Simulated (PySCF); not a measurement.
A calculated (TPSS, PySCF 2.14, def2-TZVP, no relativity, point nucleus) atom or ion has these occupied shells.

```
shell  electrons  orbital energy (eV)  rms radius, mean of both spins (bohr)
 1s α          1              -7534.8                                 0.0658
 1s β          1              -7534.8                                 0.0658
 2s α          1              -888.91                                  0.280
 2s β          1              -888.02                                  0.280
 2p α          3              -770.76                                  0.250
 2p β          3              -770.04                                  0.250
 3s α          1              -104.77                                  0.846
 3s β          1              -102.49                                  0.846
 3p α          3              -69.563                                  0.901
 3p β          3              -67.268                                  0.901
 3d α          5              -12.868                                   1.32
 3d β          3              -11.562                                   1.32
```

(1) Name the element and its charge.

Answers

(1) Co+ (cobalt, charge +1), in [Ar] 3d8, high-spin 3F determinant.
